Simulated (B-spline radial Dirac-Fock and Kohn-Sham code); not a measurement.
# Anomalous scattering factors of Ba, 513.3 eV to 4.854 keV

Level of theory: the dispersion relation over Dirac-Hartree-Slater subshell photoionisation cross sections, with the Kissel-Pratt high-energy constant (isolated atom, no bound-bound lines or fine structure); a B-spline atomic structure program. The forward scattering factor is f₀ + f′ + i f″.

Edges near this range: L1 5989.0 eV, L2 5624.0 eV, L3 5247.0 eV, M1 1293.0 eV, M2 1137.0 eV, M3 1063.0 eV, M4 795.7 eV, M5 780.5 eV.

```
hν (eV)  λ (Å)   f′ (e)  f″ (e)  tabulated f′  tabulated f″
  513.3  24.15        ?       ?             ?             ?
  540.6  22.93  -32.859   7.265             –          7.21
  706.8  17.54  -38.541   6.490             –          6.33
  915.7  13.54  -27.832  30.190             –         31.19
   1000  12.40  -23.578  27.263        -21.44         27.67
   1194  10.38  -16.628  27.185        -14.86         26.65
 1253.6  9.890  -14.838  25.731        -13.74         25.19
 1486.9  8.338   -9.527  22.041         -8.27         21.41
   1762  7.037   -6.723  17.756         -5.71         17.07
   2000  6.199   -5.571  14.994         -4.80         14.34
   2353  5.269   -4.820  11.981         -4.34         11.47
   2842  4.363   -4.652   9.133         -4.47          8.86
 2984.4  4.154   -4.709   8.499         -4.54          8.30
   3202  3.872   -4.857   7.655         -4.69          7.42
   4000  3.100   -5.917   5.466         -5.84          5.17
 4510.9  2.749   -7.174   4.539         -7.12          4.28
   4854  2.554   -8.684   4.047         -8.70          3.82
```

Problem. What are f′ and f″ at 513.3 eV?

Solution. f′ = -32.678 and f″ = 7.355 electrons (tables: – and 7.33). By the optical theorem f″ corresponds to a photoabsorption cross section 2 rₑ λ f″ = 1.00e+06 b.

Tabulated f′: xraylib 4.2 anomalous scattering factors (Cullen et al., EPDL97); f″: Chantler's tables (J. Phys. Chem. Ref. Data 1995 and 2000). Both are theoretical tables.

Values without a named source are computed, but for edge energies of neutral atoms, which are taken from tables.
